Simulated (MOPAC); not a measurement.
A run for MOPAC: PM6 on C2H4Si (SMILES C#C[SiH3]), a point of a bond scan (R = 1.774 Å).

```
PM6 1SCF PRECISE CHARGE=0 THREADS=1
C2H4Si

Si    -0.94557569 1    -0.07811079 1    -0.46973009 1
C      0.68460242 1     0.05655268 1     0.34008738 1
C      1.76130898 1     0.14549575 1     0.87495887 1
H     -1.07539950 1     1.15577978 1    -1.73807285 1
H     -1.08493276 1    -1.42239361 1    -1.06941143 1
H     -2.01018489 1     0.12953739 1     0.53507032 1
H      2.71147110 1     0.22398541 1     1.34696734 1
```

The log:

```
*******************************************************************************
 **                                                                           **
 **                              MOPAC v23.2.5                                **
 **                                                                           **
 *******************************************************************************
 ** MOPAC's Digital Object Identifier: https://doi.org/10.5281/zenodo.6511958 **
 **                                                                           **
 ** Please cite the open-source release paper for use of this MOPAC version:  **
 ** J. E. Moussa and J. J. P. Stewart (2026)                                  **
 ** MOPAC: An open-source semiempirical molecular orbital program             **
 ** J. Open Source Softw., 11(119), 8025, https://doi.org/10.21105/joss.08025 **
 *******************************************************************************

                              PM6 CALCULATION RESULTS

 *******************************************************************************
 *  PM6        - The PM6 Hamiltonian to be used
 *
 *
 *
 *                 CHARGE ON SYSTEM = 0
 *
 *
 *
 *  PRECISE    - TIGHTER CRITERIA TO BE USED
 *  1SCF       - DO 1 SCF AND THEN STOP
 *  THREADS=1  - MULTI-THREADING NOT USED
 *  T=         - A TIME OF 172800.0 SECONDS REQUESTED
 *  DUMP=N     - RESTART FILE WRITTEN EVERY 7200.0 SECONDS REQUESTED
 *******************************************************************************
PM6 1SCF PRECISE CHARGE=0 THREADS=1
 C2H4Si

   ATOM   CHEMICAL          X               Y               Z
  NUMBER   SYMBOL      (ANGSTROMS)     (ANGSTROMS)     (ANGSTROMS)

     1      Si         -0.94557569  *  -0.07811079  *  -0.46973009  *
     2       C          0.68460242  *   0.05655268  *   0.34008738  *
     3       C          1.76130898  *   0.14549575  *   0.87495887  *
     4       H         -1.07539950  *   1.15577978  *  -1.73807285  *
     5       H         -1.08493276  *  -1.42239361  *  -1.06941143  *
     6       H         -2.01018489  *   0.12953739  *   0.53507032  *
     7       H          2.71147110  *   0.22398541  *   1.34696734  *



          CARTESIAN COORDINATES

    NO.       ATOM           X           Y           Z

     1        Si         -0.9456     -0.0781     -0.4697
     2         C          0.6846      0.0566      0.3401
     3         C          1.7613      0.1455      0.8750
     4         H         -1.0754      1.1558     -1.7381
     5         H         -1.0849     -1.4224     -1.0694
     6         H         -2.0102      0.1295      0.5351
     7         H          2.7115      0.2240      1.3470

 General Reference for PM6:
 "Optimization of Parameters for Semiempirical Methods V: Modification of NDDO Approximations
 and Application to 70 Elements", J. J. P. Stewart, J. Mol. Mod., 13, 1173-1213 (2007)
 URL: https://link.springer.com/article/10.1007/s00894-007-0233-4

           Empirical Formula: C2 H4 Si  =     7 atoms



      MOLECULAR POINT GROUP   :   Cs


      RHF CALCULATION, NO. OF DOUBLY OCCUPIED LEVELS = 8


 -------------------------------------------------------------------------------
 PM6 1SCF PRECISE CHARGE=0 THREADS=1
 C2H4Si



     1SCF WAS SPECIFIED, SO BFGS WAS NOT USED
     SCF FIELD WAS ACHIEVED


                              PM6 CALCULATION
                                                       MOPAC v23.2.5 Linux




          FINAL HEAT OF FORMATION =         59.67125 KCAL/MOL =     249.66449 KJ/MOL


          COSMO AREA              =        109.23 SQUARE ANGSTROMS
          COSMO VOLUME            =         95.04 CUBIC ANGSTROMS

          IONIZATION POTENTIAL    =         10.536418 EV
          HOMO LUMO ENERGIES (EV) =        -10.536  0.392
          NO. OF FILLED LEVELS    =          8
          MOLECULAR WEIGHT        =         56.1391         POINT GROUP:  Cs

          MOLECULAR DIMENSIONS (Angstroms)

            Atom       Atom       Distance
            H     7    H     4     4.97253
            H     4    H     5     2.51014
            H     7    H     6     2.11807


          SCF CALCULATIONS        =          1





   ATOM   CHEMICAL          X               Y               Z
  NUMBER   SYMBOL      (ANGSTROMS)     (ANGSTROMS)     (ANGSTROMS)

     1      Si         -0.94557569  *  -0.07811079  *  -0.46973009  *
     2       C          0.68460242  *   0.05655268  *   0.34008738  *
     3       C          1.76130898  *   0.14549575  *   0.87495887  *
     4       H         -1.07539950  *   1.15577978  *  -1.73807285  *
     5       H         -1.08493276  *  -1.42239361  *  -1.06941143  *
     6       H         -2.01018489  *   0.12953739  *   0.53507032  *
     7       H          2.71147110  *   0.22398541  *   1.34696734  *

                             CARTESIAN COORDINATES

   1   Si       -0.945575690    -0.078110790    -0.469730090
   2    C        0.684602420     0.056552680     0.340087380
   3    C        1.761308980     0.145495750     0.874958870
   4    H       -1.075399500     1.155779780    -1.738072850
   5    H       -1.084932760    -1.422393610    -1.069411430
   6    H       -2.010184890     0.129537390     0.535070320
   7    H        2.711471100     0.223985410     1.346967340


           Empirical Formula: C2 H4 Si  =     7 atoms



      MOLECULAR POINT GROUP   :   Cs


                  EIGENVALUES
 -26.36216 -19.93844 -17.32040 -12.81423 -12.17788 -11.87221 -11.02054 -10.53642
   0.39160   0.61714   0.65190   1.33029   1.36143   2.27340   2.80418   2.80771
   3.92784   4.54901   4.65406   5.58201   7.12772


              NET ATOMIC CHARGES AND DIPOLE CONTRIBUTIONS

  ATOM NO.   TYPE          CHARGE      No. of ELECS.   s-Pop       p-Pop       d-Pop
    1         Si           0.212757        3.7872     1.23656     2.04079     0.50989
    2          C          -0.316544        4.3165     1.20326     3.11328
    3          C          -0.121524        4.1215     1.17013     2.95139
    4          H           0.022451        0.9775     0.97755
    5          H           0.008261        0.9917     0.99174
    6          H           0.008261        0.9917     0.99174
    7          H           0.186340        0.8137     0.81366
 DIPOLE           X         Y         Z       TOTAL
 POINT-CHG.    -0.847     0.023    -0.511     0.990
 HYBRID         1.241     0.056     0.662     1.408
 SUM            0.394     0.079     0.151     0.430


          ATOMIC ORBITAL ELECTRON POPULATIONS

     Atom    s        px        py        pz      x^2-y^2     xz        z^2       yz        xy
    1 Si   1.23656   0.56604   0.75612   0.71863   0.15748   0.15198   0.03155   0.13899   0.02990
    2  C   1.20326   1.08125   1.00720   1.02483
    3  C   1.17013   1.02190   0.95695   0.97254
    4  H   0.97755
    5  H   0.99174
    6  H   0.99174
    7  H   0.81366

 **********************
 *                    *
 * JOB ENDED NORMALLY *
 *                    *
 **********************




 == MOPAC DONE ==
```

The run finished.

Cost: around 0.020 core-seconds (rough).
